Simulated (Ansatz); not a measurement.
Coupled-cluster diagnostics for ZrIF₃, Ansatz.

Geometry of the singlet (PBE0-D4/def2-SVP):

Cartesian coordinates in Å:
```
Zr 0.111 -0.112 0.002
I -1.801 1.813 -0.033
F -0.383 -1.527 -1.143
F 0.317 -0.781 1.754
F 1.756 0.606 -0.580
```

In the def2 sets I, Zr take a core potential; there is no spin–orbit coupling. Correlated methods freeze 7 core orbitals; core or outer-core shells of Zr, I are correlated, in sets that lack core-valence functions.

Problem. Estimate the CCSD(T) correlation energy, the shares of MP2 and (T), T1 and the reference's ⟨S²⟩ for: charge 0, singlet, own geometry in def2-TZVP; and the rough time on 4 threads of Arm Neoverse V2 on a shared host.

Solution. 
```csv
state,basis,correlation (eV),MP2 share (%),(T) share (%),T1,⟨S²⟩ (pure),wall time
"charge 0, singlet, own geometry",def2-TZVP,-42.368,99.9,3.0,0.015,0.00 (0.00),2.4 min
```
Customary marks for T1 are 0.02 (closed shells), 0.045 (open shells) and about 0.05 (3d metals). T1 stays under 0.02 throughout.
